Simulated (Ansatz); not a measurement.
Relaxation of BFH7NOSi (12 atoms, charge 0, multiplicity 1), to a largest force component of 0.03 eV/Å in at most 50 steps.

Computed with RKS PBE/6-31G* (Ansatz).

```xyz
12
Properties=species:S:1:pos:R:3:forces:R:3
B -0.005 0.459 -0.342 -0.16 -0.69 -0.34
O -0.292 -0.284 2.144 0.25 0.44 0.24
H -1.250 -0.085 2.133 0.01 0.02 0.01
F 1.084 -0.322 -0.539 -0.02 -0.01 -0.02
N -1.254 0.023 -0.842 0.08 -0.01 -0.05
H -1.371 -0.889 -1.281 -0.02 -0.04 -0.02
H -2.103 0.580 -0.807 -0.01 0.02 -0.01
Si 0.184 2.275 0.421 0.15 0.82 0.22
H 1.027 2.303 1.675 0.00 0.01 -0.01
H 0.823 3.280 -0.500 -0.02 0.01 -0.01
H -1.152 2.853 0.824 -0.01 -0.02 0.00
H 0.118 0.561 2.463 -0.25 -0.55 -0.03
```

Where does it end, and by what steps?

The run converged. The force dipped under the threshold on the way, but the program's further checks kept it going. After 28 steps the energy has fallen by 0.119 eV; H12 moved furthest, 1.11 Å.

```
step  energy less start (eV)  largest force component (eV/Å)  accepted
   0                  0.0000                           0.825       yes
   1                 -0.0470                           0.568       yes
   2                 -0.0109                           0.667        no
   3                 -0.0610                           0.365       yes
   4                 -0.0679                           0.252       yes
   5                 -0.0712                           0.224       yes
   6                 -0.0732                           0.154       yes
   7                 -0.0747                           0.113       yes
   8                 -0.0757                           0.087       yes
   9                 -0.0762                           0.045       yes
  10                 -0.0765                           0.049       yes
  11                 -0.0767                           0.033       yes
  12                 -0.0768                           0.015       yes
  13                 -0.0775                           0.205       yes
  14                 -0.0789                           0.165       yes
  15                 -0.0782                           0.596        no
  16                 -0.0829                           0.047       yes
  17                 -0.0864                           0.243       yes
  18                 -0.0893                           0.469       yes
  19                 -0.0797                           0.806        no
  20                 -0.1000                           0.179       yes
  21                 -0.1056                           0.223       yes
  22                 -0.1084                           0.165       yes
  23                 -0.1043                           0.677        no
  24                 -0.1132                           0.095       yes
  25                 -0.1158                           0.249       yes
  26                 -0.1173                           0.130       yes
  27                 -0.1180                           0.085       yes
  28                 -0.1187                           0.027       yes
```

```xyz
12
Properties=species:S:1:pos:R:3
B 0.077 0.540 -0.481
O -0.446 -0.257 2.422
H -0.939 -0.394 1.583
F 1.131 -0.186 -0.910
N -1.215 -0.027 -0.629
H -1.363 -0.909 -1.123
H -2.070 0.501 -0.466
Si 0.349 2.370 0.364
H 1.498 2.399 1.324
H 0.606 3.425 -0.680
H -0.893 2.804 1.102
H -0.924 0.488 2.840
```

Time of the run: 42 s on 2 threads of AMD EPYC 9B14 (Zen 4), with other jobs on the host, peak memory 0.19 GiB.
